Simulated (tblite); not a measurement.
Write Cartesian coordinates for `[SiH3]N([Si@](N)(O)OC)[SiH3]` as optimised with GFN2-xTB.

```xyz
20
CH12N2O2Si3 angstrom
C     -2.7367    0.8527   -0.5311
O     -1.3414    0.7610   -0.5250
Si    -0.5009   -0.3563    0.2837
N     -0.7867   -0.1977    1.9862
O     -0.9974   -1.8377   -0.1716
N      1.1324   -0.0146   -0.2027
Si     2.3147   -1.2089    0.1841
Si     1.3834    1.4100   -1.1760
H     -3.1186    0.9715    0.4841
H     -3.0112    1.7204   -1.1314
H     -3.1748   -0.0472   -0.9646
H     -0.3517   -0.8673    2.6000
H     -0.6700    0.7240    2.3768
H     -0.5057   -2.6060    0.1004
H      3.6329   -0.5974    0.0740
H      2.1980   -2.3878   -0.6878
H      2.0619   -1.6640    1.5611
H      0.8761    2.5737   -0.4470
H      2.8384    1.5089   -1.3279
H      0.7521    1.2736   -2.4883
```

Any rigid rotation of these coordinates is as good. Atoms count from 1 in this order. O5 (silanol oxygen) is bent (angle 119.8°). Si7 (SiH3 silicon) is tetrahedral (angles from 107.0° to 111.6°). Si3 (oxygen-bound silicon) is distorted tetrahedral (angles from 102.3° to 114.3°). Of the pairs four or more bonds apart, Si7···H14 is among the closest relative to their van der Waals radii: 3.15 Å, 95 % of the sum of Bondi's values.

Bonds between heavy atoms (Å): C1–O2 1.398, O2–Si3 1.615, Si3–N4 1.734, Si3–O5 1.627, Si3–N6 1.738, N6–Si7 1.724, N6–Si8 1.743.

Computed geometry: GFN2-xTB, gas phase.

Point group: C1 (no symmetry element, even within 0.4 Å). Its GFN2-xTB frequencies are all real (lowest 25 cm⁻¹). One conformer, not necessarily the lowest (C1–O2–Si3–N4 -62°, O2–Si3–N4–H 177° and -51°, O2–Si3–O5–H 170°, O2–Si3–N6–Si7 -167°). 3 starts were optimised and ended at 0.00, 0.17 and 0.59 kcal/mol (GFN2-xTB); the lowest of these is shown.
